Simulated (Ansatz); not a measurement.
Cl₃HOSi, SMILES `O[Si](Cl)(Cl)Cl`, relaxed with RKS PBE0-D4/def2-TZVP in Ansatz from a PBE-D4/def2-SVP geometry. The force threshold is 0.005 eV/Å; the program also tests the step.

The species carries charge 0 and has multiplicity 1.

Start:

```xyz
6

O     1.053   -0.162   -0.884
Si   -0.232    0.173    0.100
Cl   -1.735   -1.221   -0.109
Cl    0.324    0.204    2.084
Cl   -0.912    2.018   -0.464
H     1.503   -1.011   -0.726
```

```tsv
step	energy (eV)	largest force (eV/Å)	largest move (Å)
1	-47499.4921	0.812	0.000
2	-47499.5393	0.495	0.037
3	-47499.5454	0.139	0.012
4	-47499.5462	0.145	0.032
5	-47499.5472	0.021	0.012
6	-47499.5472	0.005	0.004
```

End:

```xyz
6

O     1.031   -0.166   -0.856
Si   -0.228    0.174    0.099
Cl   -1.706   -1.204   -0.110
Cl    0.317    0.206    2.055
Cl   -0.901    1.992   -0.457
H     1.487   -1.001   -0.731
```

It took 41 s on 2 threads of a server CPU on a shared host, with 0.55 GiB of host memory at the peak.
